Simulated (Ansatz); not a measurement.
Consider the formal exchange of groups at the Si–O bond: `C=C[Si](O)(O)O[SiH3]` + SiH₄ → `C=C[Si](O)(O)[SiH3]` + silanol.

Isolated molecules relaxed with PBE0-D4/def2-TZVP in Ansatz; ΔE leaves out vibrations. CCSD(T)/CBS is the MP2 limit (def2-TZVPP, def2-QZVPP) plus CCSD(T) − MP2 in def2-TZVPP, frozen cores. This one scheme is used for every species. Each species was taken in one conformer, which may not be the lowest.

```json
{"species": "`C=C[Si](O)(O)O[SiH3]`", "CCSD/CBS(def2) energy (Eh)": "-884.74204"}
{"species": "SiH₄", "CCSD/CBS(def2) energy (Eh)": "-291.45922"}
{"species": "`C=C[Si](O)(O)[SiH3]`", "CCSD/CBS(def2) energy (Eh)": "-809.46510"}
{"species": "`O[SiH3]`", "CCSD/CBS(def2) energy (Eh)": "-366.67836"}
```

Question: Work out ΔE.

Answer: ΔE = (-809.46510) + (-366.67836) − (-884.74204) − (-291.45922) = 0.05780 Eh = +1.57 eV. CCSD(T)/CBS gives +1.53 eV.

Largest T1 diagnostic among the species: 0.013.

In def2-TZVPP, CCSD(T) changes the Hartree–Fock value by −0.27 eV (the triples alone add −0.04 eV) and MP2 by −0.23 eV. From PBE to PBE0 (25 % exact exchange), in def2-TZVPP and without D4, ΔE moves by +0.12 eV.
